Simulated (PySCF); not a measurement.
SMILES F[SiH2]c1cc[c](cc1)[Ge]([Cl])([Cl])[Cl], singlet at its GFN2-xTB optimised geometry (Å):

```
18

Si    -2.3158    -3.3175     5.3352
F     -3.6633    -4.0583     4.8586
C     -1.6309    -2.4233     3.8220
C     -2.2634    -2.5095     2.5844
C     -1.7597    -1.8534     1.4753
C     -0.6054    -1.0958     1.5881
C      0.0398    -0.9970     2.8119
C     -0.4717    -1.6564     3.9137
Ge     0.1243    -0.1158     0.0000
Cl     2.2622    -0.1158     0.0000
Cl    -0.4999     1.9314     0.0000
Cl    -0.5321    -0.9786    -1.8403
H     -2.7350    -2.3878     6.3734
H     -1.4319    -4.3822     5.7858
H     -3.1635    -3.0985     2.4883
H     -2.2622    -1.9314     0.5210
H      0.9414    -0.4062     2.8986
H      0.0375    -1.5747     4.8632
```

Computed with PBE0/def2-SVP run with PySCF. Cells within 0.4 Å of a nucleus heavier than hydrogen are left out (blank, or x).

Map of the log10 of the electron density (e/bohr³), floored at −4 on the plane z = 0.0 Å:

```
|00000000000000000000000000000|
|00000000000000000000000000000|
|00000000011222211000000000000|
|00000000123344332100000000000|
|00000001234555543210000000000|
|00000002345666654320000000000|
|00000013456777765431000000000|
|000000234678xx876432100000000|
|000000235678xx876532222110000|
|000000235678xx876543343321000|
|00000013456788766544555443100|
|00000012456677766555666554210|
|00000002345667776666777654320|
|00000001234568997677888765320|
|00000001234579xx9778xxx765420|
|00000112234579xx8777xxx765420|
|00001122334567987667888765320|
|00012233344566666566777654310|
|00012344444455555555666543210|
|00023455554444444444444432100|
|00023456554334333333333321000|
|00023455544333322111221100000|
|00012344443322211000000000000|
|00001233332211100000000000000|
|00000122222110000000000000000|
|00000011111000000000000000000|
|00000000000000000000000000000|
|00000000000000000000000000000|
|00000000000000000000000000000|
```
Scale: ten equal steps from -4.00 (start of '0') to 0.205 (end of '9'), in the order '0123456789'; x runs from -4.50 to 4.50, y from -4.50 (bottom) to 4.50 (top).
